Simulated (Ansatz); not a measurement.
Consider the redistribution: `[CH3][Al]([NH2])[Cl]` + `C[Se][SiH2]S` → `[NH2][Al]([SH])[Cl]` + `C[SiH2][Se]C`.

Gas-phase electronic energies from Ansatz, PBE0-D4/def2-TZVP geometries. CCSD(T)/CBS adds triple-zeta CCSD(T) − MP2 to the extrapolated MP2 energy (def2 sets, frozen cores). DFT in def2-TZVPP. B3LYP here is the variant with VWN-RPA as its local correlation; programs differ in this. For Se outer-core shells are correlated without core-valence functions, which leaves a few kJ/mol of doubt a bond. Scalar relativity is left out up to krypton. Each species was taken in one conformer, which may not be the lowest.

`[CH3][Al]([NH2])[Cl]`:

```xyz
9

C     0.732    1.250   -0.430
Al   -0.583   -0.140   -0.132
N    -0.268   -1.604    0.793
Cl   -2.526    0.037   -0.928
H     0.915    1.389   -1.499
H     1.687    1.022    0.050
H     0.379    2.209   -0.043
H    -0.944   -2.333    0.955
H     0.608   -1.829    1.234
```

`C[Se][SiH2]S`:

Cartesian coordinates in Å:
```
C -0.391 -1.747 0.080
Se -0.884 -0.276 1.274
Si 0.562 1.250 0.443
S 0.324 1.593 -1.654
H -0.441 -1.411 -0.954
H -1.119 -2.538 0.249
H 0.608 -2.106 0.320
H 1.975 0.806 0.547
H 0.333 2.474 1.248
H -0.967 1.955 -1.554
```

`[NH2][Al]([SH])[Cl]`:

```xyz
7

N    -0.709   -0.393    0.921
Al   -0.090    0.520   -0.442
S     1.794    0.072   -1.428
Cl   -1.206    2.129   -1.175
H    -0.260   -1.182    1.354
H    -1.582   -0.185    1.378
H     2.053   -0.962   -0.608
```

`C[SiH2][Se]C`:

```xyz
12

C     0.586    0.765    1.514
Si    1.212    0.352   -0.197
Se   -0.392    0.533   -1.797
C    -1.538   -0.917   -1.150
H    -0.220    0.089    1.809
H     1.392    0.668    2.246
H     0.205    1.787    1.547
H     1.752   -1.037   -0.205
H     2.279    1.297   -0.619
H    -1.964   -0.665   -0.181
H    -0.972   -1.845   -1.090
H    -2.339   -1.026   -1.879
```

| level | ΔE (kJ/mol) | difference from CCSD(T)/CBS |
| --- | --- | --- |
| PBE-D4 | -34.3 | 6.8 |
| PBE0-D4 | -38.2 | 2.9 |
| B3LYP-D4 | -38.2 | 2.9 |
| B2PLYP | -40.3 | 0.8 |
| r2SCAN | -39.5 | 1.6 |
| PBE0 | -38.4 | 2.7 |
| B3LYP | -38.7 | 2.4 |
| MP2/def2-TZVPP | -41.9 | -0.8 |
| CCSD/def2-TZVPP | -44.2 | -3.1 |
| CCSD(T)/def2-TZVPP | -42.8 | -1.7 |
| HF/def2-QZVPP | -49.3 | -8.2 |
| MP2/def2-QZVPP | -40.9 | 0.2 |
| SCS-MP2/def2-QZVPP | -42.3 | -1.2 |
| HF/CBS(def2) | -49.3 | -8.2 |
| MP2/CBS(def2) | -40.3 | 0.8 |
| CCSD/CBS(def2) | -42.5 | -1.4 |
| CCSD(T)/CBS | -41.1 | 0 |

Largest T1 diagnostic among the species: 0.010.

From PBE to PBE0 (25 % exact exchange), in def2-TZVPP and without D4, ΔE moves by −3.9 kJ/mol. In def2-TZVPP, CCSD(T) changes the Hartree–Fock value by +6.7 kJ/mol (the triples alone add +1.4 kJ/mol) and MP2 by +7.5 kJ/mol.
